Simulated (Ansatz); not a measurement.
Ansatz (a first-principles code) input (PBE/def2-TZVPD):

Ansatz 0.2 input:
```yaml
crystal:
  periodic: [false, false, false]
  atoms:
    - {symbol: La, position_ang: [-0.00000000, -0.00000000, -0.23123364]}
    - {symbol: O, position_ang: [0.00000000, 0.00000000, 1.64753969]}
basis:
  gaussian:
    orbitals: def2-TZVPD
hamiltonian:
  xc: {name: PBE}
total_charge: 2
magnetization: {spin_polarized: true, initial_magnetization: 1}
```

Output:

```
Functional definition: PBE
integrals: 0.02 GiB planned
520 factors; their error is unknown
mean field: 0.23 GiB planned
mean field evaluation 1: about -2806.3793 eV, gradient 1.4e2 eV
mean field evaluation 2: about -2432.5115 eV, gradient 1.5e2 eV
mean field evaluation 4: about -2764.9128 eV, gradient 1.7e2 eV
mean field evaluation 8: about -2885.1236 eV, gradient 3.8e-1 eV
mean field evaluation 16: about -2884.2621 eV, gradient 9.0e0 eV
mean field evaluation 32: about -2884.9700 eV, gradient 8.1e-1 eV
mean field -2885.12255220 eV, -106.0262981869 hartree, gradient 1.8e-5 eV, S^2 0.753748; 4 other end points of the search recorded, 0 dependent functions left out
reference -2885.12257643 eV, -106.0262990774 hartree; 9, 8 occupied and 74, 75 virtual orbitals, 520 factors
Total energy: -2885.12257643 eV, -106.0262990774 hartree
```

This state (charge 2, doublet) is run at the relaxed geometry of the species with charge 1 and multiplicity 1.
